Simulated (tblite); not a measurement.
C3H8ClFSi.
Numbering: `[CH3:1][CH2:2][C@H:3]([F:4])[SiH2:5][Cl:6]` (hydrogens: H7, H8, H9 on C1; H10, H11 on C2; H12 on C3; H13, H14 on Si5)

Geometry (GFN2-xTB, Å), atoms numbered from 1 in this order:
```
atom  x, y, z in Å
C1    -1.6185    0.1321    0.7872
C2    -0.6250   -0.9713    0.4554
C3     0.5020   -0.4694   -0.4416
F4     1.2983   -1.5639   -0.7806
Si5    1.6682    0.8597    0.3272
Cl6    0.9386    2.6844   -0.1153
H7    -2.0315    0.5606   -0.1232
H8    -2.4368   -0.2679    1.3805
H9    -1.1405    0.9292    1.3524
H10   -0.1923   -1.3779    1.3721
H11   -1.1382   -1.7882   -0.0588
H12    0.0809   -0.1257   -1.3961
H13    2.9837    0.7027   -0.2795
H14    1.7103    0.6950    1.7781
```

All values are computed: GFN2-xTB (tblite) harmonic vibrations without scaling, gas phase. The method is semi-empirical: single wavenumbers can be off by several per cent or more. Modes of hydrogen on silicon can be 10 to 20 % off. One conformer, not necessarily the lowest.

Harmonic wavenumbers (cm⁻¹): 43.7, 81.6, 125.6, 193.8, 225.3, 274.9, 326.8, 448.4, 488.4, 517.9, 565.8, 657.9, 703.3, 771.2, 839.8, 944.9, 997.0, 1048.5, 1101.9, 1134.3, 1221.1, 1268.3, 1283.6, 1337.0, 1416.7, 1496.4, 1498.8, 1501.5, 2275.5, 2317.5, 2888.5, 2966.7, 2985.7, 3032.7, 3038.0, 3045.5.

A = 2882, B = 1486, C = 1087 MHz; mass 126.007 u (most abundant isotopes); point group C1, symmetry number 1.

Task: What is the zero-point energy?

Result: ½Σν̃ = 22532 cm⁻¹ = 269.55 kJ/mol.

Task: What is S at 500 K and 1 bar for an ideal gas of classical rigid rotors and harmonic oscillators?

Result: Translation 179.92, rotation 126.22, vibration 160.82: S = 467.0 J/(mol K).

Task: And Cp and H(500 K) − H(0)?

Result: Cp = 183.84 J/(mol K), of which vibrations give 150.59 (their classical limit is 36 R = 299.3); H(500 K) − H(0) = 57.15 kJ/mol without the zero-point energy, 40.52 from vibrations.

Task: Blend soft modes into free rotors: weight 1/[1 + (100 cm⁻¹/ν̃)⁴] for the oscillator and the rest for a rotor with moment μB/(μ + B), μ = h/(8π²ν), B = 10⁻⁴⁴ kg m². What vibrational entropy results?

Result: 148.08 J/(mol K) in place of 160.82, which changes −T·S at 500 K by +6.37 kJ/mol.

Task: Which modes carry the vibrational entropy at 500 K?

Result: 43.7 cm⁻¹: 25.56; 81.6 cm⁻¹: 20.38; 125.6 cm⁻¹: 16.82; 193.8 cm⁻¹: 13.28; 225.3 cm⁻¹: 12.06; 274.9 cm⁻¹: 10.48 J/(mol K); the other 30 give 62.24 together.

Task: How do the functions run with temperature in this model?

Result: 
| T (K) | S (J/(mol K)) | Cp (J/(mol K)) | H − H(0) (kJ/mol) | G − H(0) (kJ/mol) | ln q(vib) |
| --- | --- | --- | --- | --- | --- |
| 150 | 312.9 | 85.6 | 8.91 | -38.03 | 2.49 |
| 250 | 364.0 | 117.0 | 19.04 | -71.96 | 4.57 |
| 298.15 | 385.9 | 131.6 | 25.03 | -90.01 | 5.56 |
| 400 | 428.6 | 160.1 | 39.91 | -131.53 | 7.62 |
| 600 | 502.3 | 203.6 | 76.55 | -224.82 | 11.52 |
| 900 | 593.5 | 245.9 | 144.49 | -389.68 | 16.90 |

q(vib) and H(0) count from the zero-point level.

Hindered rotation and anharmonicity are outside this model. Other conformers, if any are populated, would add a mixing term that is left out. The structure is chiral; the term R ln 2 for an equal mix with its mirror image is left out.
